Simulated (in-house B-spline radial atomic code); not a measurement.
A calculation on Cr2+: its settings, and results tabulated from the run. Method: Dirac-Kohn-Sham PW91, spherical fractional occupations, Fermi nucleus of rms radius 3.6452 fm. Calculated with a B-spline radial code for spherical atoms.

Command:
```bash
python run_scf.py task.json out
```
Settings (nuclear radius in fm, mass in u):
```
Z                24
configuration    [Ar] 3d4
hamiltonian      dirac
method           pw91,pw91
spin_polarised   False
nucleus          fermi
rms_radius       3.6452
atomic_mass      51.9405
speed_of_light   137.035999084
```

Output (hartree, bohr):
```
 radial grid: 70 intervals, B-splines of order 8, outer radius 25.5556 bohr

 iter        energy (Eh)    residual
    1       -1040.460454    4.71e-01
    2       -1044.574516    4.74e-01
    3       -1049.724866    8.29e-02
    4       -1049.985695    1.61e-02
    5       -1049.992628    4.03e-03
    6       -1049.992881    3.65e-03
    7       -1049.993326    8.90e-04
    8       -1049.993356    5.60e-06
    9       -1049.993356    2.14e-07

 total energy                     -1049.99336
 kinetic                            1062.3352
 electron-nucleus                  -2490.3336
 Hartree                             426.4277
 exchange-correlation                -48.4226

 first-order corrections (not in the total)
   Gaunt                             0.3903
   retardation                      -0.0337
   frequency dependence             -0.0008
   self-energy                       0.2578
   Uehling                          -0.0209
   Wichmann-Kroll                    0.0001
   recoil                            0.0087

 orbital      occ     eigenvalue          <r>       <r^2>       <1/r>       r_max    small
 1s1/2      2.000      -216.9188    0.0635507   0.0054314     23.8831      0.0416  7.42e-03
 2s1/2      2.000       -25.3069     0.292978    0.101488     5.06729      0.2435  1.33e-03
 2p1/2      2.000       -21.6131      0.25788   0.0819793      5.0082      0.1961  1.31e-03
 2p3/2      4.000       -21.2951     0.260744   0.0836729     4.93232      0.1984  1.29e-03
 3s1/2      2.000        -3.4971     0.897561     0.92972     1.57528      0.7758  2.82e-04
 3p1/2      2.000        -2.4701     0.950107     1.06348     1.44929      0.7914  2.47e-04
 3p3/2      4.000        -2.4320     0.958755     1.08282     1.43252      0.7982  2.43e-04
 3d3/2      1.600        -0.8452      1.22445     1.93315     1.08691      0.8172  1.50e-04
 3d5/2      2.400        -0.8417      1.22867     1.94644     1.08306      0.8196  1.49e-04

 Slater integrals (Eh)
   F0(3p1/2,3p1/2)               0.951641
   F0(3p1/2,3p3/2)               0.947310
   G2(3p1/2,3p3/2)               0.473652
   F0(3p1/2,3d3/2)               0.841637
   G1(3p1/2,3d3/2)               0.489710
   F0(3p1/2,3d5/2)               0.840001
   G3(3p1/2,3d5/2)               0.293630
   F0(3p3/2,3p3/2)               0.943047
   F2(3p3/2,3p3/2)               0.471828
   F0(3p3/2,3d3/2)               0.838343
   F2(3p3/2,3d3/2)               0.392141
   G1(3p3/2,3d3/2)               0.487907
   G3(3p3/2,3d3/2)               0.293512
   F0(3p3/2,3d5/2)               0.836726
   F2(3p3/2,3d5/2)               0.391288
   G1(3p3/2,3d5/2)               0.486961
   G3(3p3/2,3d5/2)               0.292914
   F0(3d3/2,3d3/2)               0.758598
   F2(3d3/2,3d3/2)               0.346639
   F0(3d3/2,3d5/2)               0.757298
   F2(3d3/2,3d5/2)               0.346054
   G2(3d3/2,3d5/2)               0.345860
   G4(3d3/2,3d5/2)               0.214337
   F0(3d5/2,3d5/2)               0.756005
   (list cut)
```

Run time, properties included: 1.7 s on 1 thread of Arm Neoverse V1, on a shared host.

For the Dirac Hamiltonian the kinetic term is c α·p + (β - 1)c².
